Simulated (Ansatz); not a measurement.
A structure relaxed at PBE0-D4/def2-TZVP, charge 0, multiplicity 1:

```xyz
8

F    -1.553   -0.230   -1.187
C    -0.235   -0.146   -1.019
F     0.220    0.868   -1.752
F     0.318   -1.271   -1.468
Ge    0.210    0.131    0.913
F    -0.365   -1.157    1.866
F     1.893    0.239    1.145
F    -0.489    1.567    1.503
```

Q: Give its formula and SMILES.

A: CF6Ge, `F[C](F)(F)[Ge]([F])([F])[F]`.

Q: Point group (tolerance 0.08 Å, 0.16 Å for H)?

A: C3v.

Q: Summarise the bond lengths by kind.

A: 3 × C–F 1.331 Å; 1 × C–Ge 2.002 Å; 3 × F–Ge 1.703 Å.

Results of the Gaussian-basis code of Ansatz.
